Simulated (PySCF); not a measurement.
A structure optimised at PBE-D3(BJ)/def2-SVP, used in a PySCF frequency run:

```xyz
10

Al    -0.0327     0.5384     0.0000
F     -1.0802     1.8493     0.0000
N     -0.6898    -1.1071     0.0000
C      0.0647    -2.3503     0.0000
H     -1.7022    -1.2530     0.0000
H     -0.1390    -2.9806    -0.8969
H     -0.1390    -2.9806     0.8969
H      1.1520    -2.1333     0.0000
O      1.6660     0.7427     0.0000
H      2.0875     1.6149     0.0000
```

**Question.** Write its SMILES, formula and point group.

**Answer.** C[NH][Al]([OH])[F], CH5AlFNO, Cs

**Question.** What are its rotational constants (standard atomic weights)?

**Answer.** 6.0682, 2.6230, 1.8532 GHz
